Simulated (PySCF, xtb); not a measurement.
hydrogen iodide (HI), SMILES I.

Coordinates come from a PBE0-D3(BJ)/def2-TZVPD optimisation. The def2 effective core potentials stand for the cores of I; spin–orbit coupling is left out.

Calculation: C-PCM-PBE0/def2-TZVPD run with PySCF.

The values are the electrostatic part of the solvation free energy, E(continuum) − E(gas) at the gas-phase geometry, in a cavity of scaled van der Waals radii (PySCF's table); cavitation and dispersion terms are not included. In vacuum the orbital gap is 7.02 eV. The dipole moment in vacuum is 0.46 D.

### Question
Estimate the values in water (ε = 78.36), acetonitrile (ε = 35.69), tetrahydrofuran (ε = 7.43). (Estimate from the structure and the level; the computed values follow.)

### Answer

```json
[
 {"solvent": "water", "ε": "78.36", "ΔG(elec) (kcal/mol)": "-1.8", "dipole (D)": "0.78", "gap (eV)": "7.33"},
 {"solvent": "acetonitrile", "ε": "35.69", "ΔG(elec) (kcal/mol)": "-1.7", "dipole (D)": "0.77", "gap (eV)": "7.32"},
 {"solvent": "tetrahydrofuran", "ε": "7.43", "ΔG(elec) (kcal/mol)": "-1.5", "dipole (D)": "0.72", "gap (eV)": "7.28"}
]
```

For comparison, GFN2-xTB/ALPB(water) (xtb, at the GFN2-xTB geometry, all terms of that model) gives -3.0 kcal/mol.
